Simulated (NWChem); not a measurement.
System: KCl; SMILES [K][Cl]

Here is an NWChem input.

```
start job
memory heap 200 mb stack 900 mb global 1100 mb
geometry units angstroms noautosym nocenter noautoz
  K      0.000000     0.000000    -1.255548
  Cl     0.000000     0.000000     1.398825
end
basis spherical
  K library def2-svpd
  Cl library def2-svpd
end
dft
  xc xwpbe 0.80 cpbe96 1.0 hfexch 1.00
  cam 0.2 cam_alpha 0.2 cam_beta 0.8
  iterations 150
end
tddft
  nroots 8
end
task tddft energy
```

Excerpt of the output:

```
             Northwest Computational Chemistry Package (NWChem) 7.3.0
             --------------------------------------------------------

                             Geometry "geometry" -> ""
                             -------------------------

 Output coordinates in angstroms (scale by  1.889725989 to convert to a.u.)

  No.       Tag          Charge          X              Y              Z
 ---- ---------------- ---------- -------------- -------------- --------------
    1 K                   19.0000     0.00000000     0.00000000    -1.25554800
    2 Cl                  17.0000     0.00000000     0.00000000     1.39882500

 Effective nuclear repulsion energy (a.u.)      64.3934561672

  pbe96 is a nonlocal functional; adding pw91lda local functional.

                                 NWChem DFT Module
                                 -----------------

 Summary of "ao basis" -> "ao basis" (spherical)
 ------------------------------------------------------------------------------
       Tag                 Description            Shells   Functions and Types
 ---------------- ------------------------------  ------  ---------------------
 K                         def2-svpd                11       27   5s4p2d
 Cl                        def2-svpd                11       27   5s4p2d

            General Information
            -------------------
          SCF calculation type: DFT
          Wavefunction type:  closed shell.
          No. of atoms     :     2
          No. of electrons :    36
           Alpha electrons :    18
            Beta electrons :    18
          Charge           :     0
          Spin multiplicity:     1
          Use of symmetry is: off; symmetry adaption is: off
          Maximum number of iterations: 150
          AO basis - number of functions:    54
                     number of shells:    22
          Convergence on energy requested:  1.00D-06
          Convergence on density requested:  1.00D-05
          Convergence on gradient requested:  5.00D-04

              XC Information
              --------------
                     Hartree-Fock (Exact) Exchange  1.000
                     LC-wPBE(h)Exchange Functional  0.800
            Perdew 1991 LDA Correlation Functional  1.000 local
           PerdewBurkeErnz. Correlation Functional  1.000 non-local

[...]

                                NWChem TDDFT Module
                                -------------------

            General Information
            -------------------
           No. of orbitals :     108
            Alpha orbitals :      54
             Beta orbitals :      54
        Alpha frozen cores :       0
         Beta frozen cores :       0
     Alpha frozen virtuals :       0
      Beta frozen virtuals :       0
         Spin multiplicity :       1
    Number of AO functions :      54
        Use of symmetry is : off
      Symmetry adaption is : off
         Schwarz screening :  0.10D-07

              XC Information
              --------------
              Hartree-Fock (Exact) Exchange   1.00
              LC-wPBE(h)Exchange Functional   0.80
     Perdew 1991 LDA Correlation Functional   1.00 local
    PerdewBurkeErnz. Correlation Functional   1.00 non-local
           Alpha           :  0.20
           Beta            :  0.80
           Gamma           :  0.20

             TDDFT Information
             -----------------
          Calculation type : TDDFT
         Wavefunction type : Restricted singlets & triplets
          No. of electrons :      36
           Alpha electrons :      18
            Beta electrons :      18
              No. of roots :       8
          Max subspacesize :    5600
            Max iterations :     100
               Target root :       1
           Target symmetry : none
      Symmetry restriction : off
                 Algorithm : Optimal
        Davidson threshold :  0.10D-03

    8 smallest eigenvalue differences (eV)
--------------------------------------------------------
  No. Spin  Occ  Vir  Irrep   E(Occ)    E(Vir)   E(Diff)
--------------------------------------------------------
    1    1   18   19 a        -0.293    -0.018     7.491
    2    1   17   19 a        -0.293    -0.018     7.491
    3    1   16   19 a        -0.302    -0.018     7.731
    4    1   18   20 a        -0.293     0.023     8.592
    5    1   18   21 a        -0.293     0.023     8.592
    6    1   17   20 a        -0.293     0.023     8.592
    7    1   17   21 a        -0.293     0.023     8.592
    8    1   16   20 a        -0.302     0.023     8.832
--------------------------------------------------------

  Entering Davidson iterations
  Restricted singlet excited states

  Iter   NTrls   NConv    DeltaV     DeltaE      Time
  ----  ------  ------  ---------  ---------  ---------
    1      8       0     0.68E-01   0.10+100        3.1
    2     24       0     0.16E-01   0.11E-01        6.1
    3     40       0     0.52E-02   0.74E-03        6.6
    4     56       0     0.19E-02   0.94E-04        5.2
    5     72       3     0.13E-02   0.21E-04        6.0
    6     82       7     0.34E-03   0.23E-05        5.9
    7     84       8     0.74E-04   0.70E-07        3.6
  ----  ------  ------  ---------  ---------  ---------
  Convergence criterion met

  Ground state a       -1059.675728392723 a.u.

  ----------------------------------------------------------------------------
  Root   1 singlet a              0.160508013 a.u.                4.3676 eV
  ----------------------------------------------------------------------------
     Transition Moments    X -0.07394   Y -0.38554   Z -0.00000
     Dipole Oscillator Strength                    0.0164906827
     Electric Quadrupole                           0.0000000070
     Magnetic Dipole                               0.0000000701
     Total Oscillator Strength                     0.0164907597

[...]
```

Level: LRC-wPBEh/def2-SVPD, full TDDFT. Structure relaxed at the PBE0/def2-SVP level.
